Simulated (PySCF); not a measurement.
Predicted microwave data (PBE0/pcSseg-1 in PySCF (dipole) on a GFN2-xTB geometry, gas phase) for one isomer of C6H8O2Si:

| Item | Value |
| --- | --- |
| Rotational constants | A = 2558, B = 778.0, C = 668.9 MHz |
| Dipole components | \|μa\| = 0.72 D, \|μb\| = 1.71 D, \|μc\| = 1.45 D |
| Inertial defect | -91.58 u·Å² |
| κ | -0.88 |

Question: Which candidate fits, each taken in the one conformer that was computed?
A. `[CH2:1]=[CH:2][C@H:3]1[CH2:4][C:5](=[O:6])[SiH2:7][C:8]1=[O:9]` with C1–C2–C3–C4 -27°, C2–C3–C4–C5 78°, C3–C4–C5–O6 -154°, C4–C5–Si7–C8 -9°, C5–Si7–C8–O9 171°
B. `[O:1]=[CH:2][CH2:3][C:4]1=[CH:5][SiH2:6][CH:7]=[CH:8][O:9]1` with O1–C2–C3–C4 -121°, C2–C3–C4–C5 103°
C. `[CH:1]#[C:2][C:3](=[O:4])[O:5][Si@@H:6]([CH3:7])[CH:8]=[CH2:9]` with C2–C3–O5–Si6 177°, C3–O5–Si6–C7 177°, O5–Si6–C8–C9 -152°

Answer: C. It is C#CC(=O)O[Si@@H](C)C=C, an asymmetric top, point group C1. The candidates at the same level (rigid rotor, commonest isotopes):

```json
{"SMILES": "C#CC(=O)O[Si@@H](C)C=C", "A (MHz)": "2558", "B (MHz)": "778.0", "C (MHz)": "668.9", "μa (D)": "0.72", "μb (D)": "1.71", "μc (D)": "1.45", "Δ (u·Å²)": "-91.58", "point group": "C1", "rotor": "asymmetric top"}
{"SMILES": "O=CCC1=C[SiH2]C=CO1", "A (MHz)": "2893", "B (MHz)": "818.1", "C (MHz)": "704.0", "μa (D)": "1.85", "μb (D)": "1.53", "μc (D)": "1.13", "Δ (u·Å²)": "-74.63", "point group": "C1", "rotor": "asymmetric top"}
{"SMILES": "C=C[C@H]1CC(=O)[SiH2]C1=O", "A (MHz)": "1792", "B (MHz)": "1394", "C (MHz)": "1030", "μa (D)": "0.35", "μb (D)": "0.88", "μc (D)": "0.35", "Δ (u·Å²)": "-153.70", "point group": "C1", "rotor": "asymmetric top"}
```

`O=CCC1=C[SiH2]C=CO1` has A 13 % too high; `C=C[C@H]1CC(=O)[SiH2]C1=O` has B 79 % too high. No structure here is proved a minimum.
